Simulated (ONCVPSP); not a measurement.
## Which change was made? (Rh, ONCV)

```json
{
 "Element": "Rh",
 "Generator": "ONCVPSP 4.0.1",
 "Type": "optimised norm-conserving Vanderbilt (ONCV)",
 "Functional": "PBEsol",
 "Relativity": "fully relativistic",
 "Frozen core": "[Ar] 3d10",
 "Valence charge": "17",
 "Reference configuration": "4s2 4p6 4d8 5s1",
 "Partial waves": "4s+5s: rc 1.65 bohr, ncon 4, nbas 8, qcut 8.4 1/bohr, 2 projectors; 4p: rc 1.60 bohr, ncon 3, nbas 8, qcut 6.7 1/bohr, 2 projectors, debl 0.9 Ha; 4d: rc 1.90 bohr, ncon 4, nbas 9, qcut 7.5 1/bohr, 1 projector",
 "Local potential": "polynomial inside 1.10 bohr (lpopt 5, dvloc0 0 Ha)",
 "Core correction": "polynomial model core, fcfact 0.6"
}
```

Open shells are filled in proportion to 2j + 1.

In the p channel the program set the typed energies aside and used -1.806, 0.250 Ha (j = l + 1/2; the other j can differ).

Cutoffs, loose and tight: the cutoffs (Ha) at which the residual kinetic energy of the hardest occupied pseudo-wave falls to 1 and 0.1 mHa per electron. They do not see the model core or the augmentation charge, which bear on the density cutoff. Test errors are all-electron minus pseudo excitation energies from the reference, over the configurations 4s2 4p6 4d8 5s0; 4s2 4p6 4d7 5s0; 4s2 4p6 4d6 5s0; 4s2 4p5 4d8 5s1; variants that change the core or the reference have their own tests.

The base gives: outcome: generated, projector energies reset by the program; cutoff, loose: 23 Ha; cutoff, tight: 27 Ha; bound ghosts: none; GHOST(+) flags above zero: s; largest test error (meV): -91.

(1) After one change the result is: outcome: generated, projector energies reset by the program; cutoff, loose: 26 Ha; cutoff, tight: 30 Ha; bound ghosts: none; GHOST(+) flags above zero: s; largest test error (meV): -67. Which change was it?
A. all radii but the core radius scaled by about 1.18 (s 1.94, p 1.88, d 2.24 bohr); local potential polynomial inside 1.30 bohr (lpopt 5, dvloc0 0 Ha)
B. all radii but the core radius scaled by about 0.91 (s 1.50, p 1.46, d 1.74 bohr); local potential polynomial inside 1.00 bohr (lpopt 5, dvloc0 0 Ha)
C. all radii but the core radius scaled by about 0.80 (s 1.32, p 1.28, d 1.54 bohr); local potential polynomial inside 0.88 bohr (lpopt 5, dvloc0 0 Ha)

## Answers

(1) B. The others give: all radii but the core radius scaled by about 1.18 (s 1.94, p 1.88, d 2.24 bohr); local potential polynomial inside 1.30 bohr (lpopt 5, dvloc0 0 Ha) → outcome: generated, projector energies reset by the program; cutoff, loose: 19 Ha; cutoff, tight: 22 Ha; bound ghosts: d3/2; GHOST(+) flags above zero: d5/2; largest test error (meV): -153 | all radii but the core radius scaled by about 0.80 (s 1.32, p 1.28, d 1.54 bohr); local potential polynomial inside 0.88 bohr (lpopt 5, dvloc0 0 Ha) → outcome: generated, projector energies reset by the program; cutoff, loose: 29 Ha; cutoff, tight: 122 Ha; bound ghosts: none; GHOST(+) flags above zero: s; largest test error (meV): -37.
